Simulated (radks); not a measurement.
The numbers below are computed, except where a source is named.
The mean radii <r> (bohr) of the occupied orbitals of an atom or ion are listed with their occupations. Level of theory: scalar-relativistic Kohn-Sham, PBE, spin-polarised, spherical densities, finite nucleus; Fermi nuclear charge, rms radius of each element as measured or else 0.836 A^(1/3) + 0.57 fm (a radial shooting solver on a logarithmic mesh with Libxc functionals).

orbital  occ.      <r>
1s up       1  0.01773
1s down     1  0.01773
2s up       1  0.07468
2s down     1  0.07465
2p up       3  0.06702
2p down     3  0.06698
3s up       1   0.1882
3s down     1   0.1884
3p up       3   0.1873
3p down     3   0.1874
3d up       5   0.1678
3d down     3   0.1680

Name the element and its charge. Open shells, if any, are filled with parallel spins first.

Answer. Z = 76, osmium, charge +50: Os50+ in [Ar] 3d8. The 1s radius gives Z: for a bare nucleus <r> = (2 gamma + 1)/(2Z) with gamma = sqrt(1 - (Z/c)^2), 0.01753 bohr for Z = 76, and screening makes it slightly larger (0.01773 here). The occupations add up to 26, and the charge is Z minus that.
